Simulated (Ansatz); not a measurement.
Saddle point of Si2H6SO, singlet (Si₂H₆SO ([OH][SiH]([SiH3])[SH]) → Si₂H₄S ([SiH3][SiH][S]) + H₂O (still joined by a long Si–O bond); bonds formed: O2–H4; bonds broken: S3–H4; bonds weakened to dative contacts: Si1–O2), PBE0-D4/def2-TZVP structure:

```xyz
10
angstrom
Si -0.3207 -0.0682 -0.7089
O 1.3145 0.7064 -0.9641
S 0.3109 -1.6736 -1.7964
H 1.4096 -0.2781 -1.5768
H -1.2438 0.9364 -1.3147
Si -0.6428 -0.2462 1.6017
H 1.3348 1.4990 -1.5168
H -0.7634 1.0995 2.2281
H 0.5022 -0.9751 2.2032
H -1.9013 -1.0001 1.8448
```

Energies are electronic, without zero-point energy. Barriers and step energies count from the start structure reached by relaxing down the imaginary mode; all methods use the PBE0-D4 structures, on which another method's saddle can fall below an end. Program: Ansatz 0.2.0. Basis: def2-TZVPP, with def2-QZVPP for the basis limit. Cores are frozen in the correlated methods. B3LYP uses VWN-RPA correlation. Extrapolation: Hartree–Fock as exp(−7.88 √X), correlation as X^−2.97.

```json
{"method": "SPW92", "barrier (kJ/mol)": "?", "step energy (kJ/mol)": "122.7"}
{"method": "PBE-D4", "barrier (kJ/mol)": "?", "step energy (kJ/mol)": "126.0"}
{"method": "BLYP-D4", "barrier (kJ/mol)": "150.6", "step energy (kJ/mol)": "132.9"}
{"method": "r2SCAN-D4", "barrier (kJ/mol)": "148.3", "step energy (kJ/mol)": "135.7"}
{"method": "B97M-V", "barrier (kJ/mol)": "157.6", "step energy (kJ/mol)": "133.4"}
{"method": "PBE0-D4", "barrier (kJ/mol)": "149.8", "step energy (kJ/mol)": "134.0"}
{"method": "B3LYP-D4", "barrier (kJ/mol)": "160.8", "step energy (kJ/mol)": "139.3"}
{"method": "r2SCAN0-D4", "barrier (kJ/mol)": "157.1", "step energy (kJ/mol)": "139.5"}
{"method": "BHLYP-D4", "barrier (kJ/mol)": "178.0", "step energy (kJ/mol)": "148.3"}
{"method": "CAM-B3LYP-D4", "barrier (kJ/mol)": "166.0", "step energy (kJ/mol)": "145.6"}
{"method": "wB97X-V", "barrier (kJ/mol)": "165.6", "step energy (kJ/mol)": "145.0"}
{"method": "wB97M-V", "barrier (kJ/mol)": "?", "step energy (kJ/mol)": "137.2"}
{"method": "B2PLYP", "barrier (kJ/mol)": "161.0", "step energy (kJ/mol)": "139.4"}
{"method": "PBE-QIDH", "barrier (kJ/mol)": "158.2", "step energy (kJ/mol)": "139.1"}
{"method": "RPA on PBE", "barrier (kJ/mol)": "164.9", "step energy (kJ/mol)": "143.3"}
{"method": "HF", "barrier (kJ/mol)": "209.6", "step energy (kJ/mol)": "158.8"}
{"method": "MP2", "barrier (kJ/mol)": "155.8", "step energy (kJ/mol)": "137.6"}
{"method": "CCSD", "barrier (kJ/mol)": "174.0", "step energy (kJ/mol)": "146.1"}
{"method": "CCSD(T)", "barrier (kJ/mol)": "164.2", "step energy (kJ/mol)": "140.9"}
```

Question: Fill in the withheld barriers. (To be estimated.)

Answer: The calculation gives: wB97M-V 159.6; SPW92 118.9; PBE-D4 135.5 kJ/mol. Each is the energy of the saddle less that of the start structure, by the same method.

For comparison, the barrier by CCSD(T) at an estimated basis limit (MP2 extrapolated from triple and quadruple zeta, plus CCSD(T) − MP2 in triple zeta) is 160.8 kJ/mol.

T1 diagnostic: at most 0.015.

Labels in which every atom is bracketed show which atoms are joined, not bond orders.

For scale, one of the runs: CCSD(T)/def2-TZVPP, 241 basis functions, launched by `ansatz run in.yaml --threads 4 --pin off --events-out ev --progress --plain --max-ram 9574MiB`. Time: 25 s of wall clock on 4 CPU threads of an Intel Xeon 6975P-C; the host was shared. Peak host memory: 4.5 GiB.
